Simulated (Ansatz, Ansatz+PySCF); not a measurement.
```yaml
atoms:
  - { symbol: Al, position_ang: [0.0000, 0.0000, 0.0000] }
  - { symbol: N, position_ang: [0.0000, 0.0000, 1.7860] }
```

Basis set: def2-SVP (spherical functions). Left uncorrelated: 6 orbitals. Correlation on ROHF uses semicanonical orbitals with singles. Charge 0, multiplicity 3.

Computed with Ansatz (development build ahead of 0.2.0); each method stands on the lowest determinant of its kind that the runs found.

**Question.** Give the atomization energy at this shape (free ground-state atoms in the same class of orbitals less the molecule, no zero-point energy) of triplet AlN by ROHF-MP2, UHF-MP2, UHF-CCSD(T), ROHF-CCSD(T), ROHF, UHF.

**Answer.**

| method | atomization energy |
| --- | --- |
| ROHF-MP2 | 41.15 kcal/mol |
| UHF-MP2 | 39.65 kcal/mol |
| UHF-CCSD(T) | 42.51 kcal/mol |
| ROHF-CCSD(T) | 41.78 kcal/mol |
| ROHF | 19.02 kcal/mol |
| UHF | 18.50 kcal/mol |

Caution: the determinant may break the point group; the shape is not the minimum. Caution for UHF-MP2, UHF-CCSD(T), UHF: the unrestricted determinant is spin contaminated. Caution for UHF-CCSD(T), ROHF-CCSD(T): another reference gives a lower total.
